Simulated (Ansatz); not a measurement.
Mulliken charges of C$_{2}$H$_{6}$InS (`[CH2][In]([CH3])[SH]`) radical from r2SCAN/def2-TZVPP in Ansatz (PBE0-D4/def2-TZVP geometry).

```tsv
atom	x (Å)	y (Å)	z (Å)	charge (e)
C1	-1.458	1.292	0.734	-0.441
In2	-0.014	0.084	-0.221	0.738
C3	1.227	-1.471	0.566	-0.451
S4	0.273	0.542	-2.564	-0.415
H5	-2.023	2.056	0.205	0.096
H6	-1.705	1.211	1.789	0.099
H7	2.275	-1.191	0.454	0.090
H8	1.058	-2.391	0.004	0.090
H9	1.015	-1.651	1.620	0.087
H10	-0.648	1.519	-2.587	0.108
```

**Question.** By hand: the dipole of these point charges (1 e Å = 4.8032 D).

**Answer.** Σ q r = (-0.079, -0.054, 0.422) e Å, of length 0.433 e Å = 2.08 D.

**Question.** How does the dipole of the full density compare? (An estimate is asked.)

**Answer.** Computed: (-0.131, -0.012, 0.462) e Å, 2.31 D; the point charges give 0.90 times that, at 8° from its direction.

Point charges leave out the atoms' own dipoles, such as those of lone pairs, and Mulliken's split depends on the basis, so the close match here is no proof of good charges.
